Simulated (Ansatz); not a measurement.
Relaxation of a periodic cell of 17 atoms, Si16Ge (host Si, host structure diamond, interstitial Ge), to a largest force component of 0.03 eV/Å in at most 60 steps.

All numbers below come from Ansatz, DFT PBE, scalar-relativistic, plane waves, PAW. Settings: PAW set soft_1, cutoff 420 eV, k mesh 2x2x2, fermi-dirac smearing 0.02 eV, no spin polarisation.

```xyz
17
Lattice="0.0000 5.4300 5.4300 5.4300 0.0000 5.4300 5.4300 5.4300 0.0000" Properties=species:S:1:pos:R:3
Si 0.000 0.000 0.000
Si 1.357 1.357 1.357
Si 2.715 2.715 0.000
Si 4.072 4.072 1.357
Si 2.715 0.000 2.715
Si 4.072 1.357 4.072
Si 5.430 2.715 2.715
Si 6.787 4.072 4.072
Si 0.000 2.715 2.715
Si 1.357 4.072 4.072
Si 2.715 5.430 2.715
Si 4.072 6.787 4.072
Si 2.715 2.715 5.430
Si 4.072 4.072 6.787
Si 5.430 5.430 5.430
Si 6.787 6.787 6.787
Ge 8.215 2.667 8.189
```

**Question.** Where does it end, and by what steps?

**Answer.** The forces met the threshold. After 3 steps the energy has fallen by 0.389 eV; Ge17 moved furthest, 0.09 Å.

```
step  energy less start (eV)  largest force component (eV/Å)  accepted
   0                  0.0000                           1.422       yes
   1                 -0.3434                           0.482       yes
   2                 -0.3862                           0.093       yes
   3                 -0.3890                           0.007       yes
```

```xyz
17
Lattice="0.0000 5.4300 5.4300 5.4300 0.0000 5.4300 5.4300 5.4300 0.0000" Properties=species:S:1:pos:R:3
Si 0.006 -0.004 0.004
Si 1.321 1.313 1.318
Si 2.718 2.713 -0.046
Si 4.118 4.112 1.318
Si 2.719 -0.052 2.718
Si 4.119 1.311 4.119
Si 5.482 2.712 2.718
Si 6.783 4.078 4.083
Si -0.043 2.713 2.717
Si 1.321 4.111 4.117
Si 2.718 5.476 2.717
Si 4.082 6.779 4.081
Si 2.719 2.712 5.481
Si 4.084 4.077 6.782
Si 5.432 5.429 5.431
Si 6.783 6.777 6.782
Ge 8.151 2.711 8.149
```

Run time: 20 s on 1 thread of Arm Neoverse V2, with other jobs on the host, peak memory 0.54 GiB.
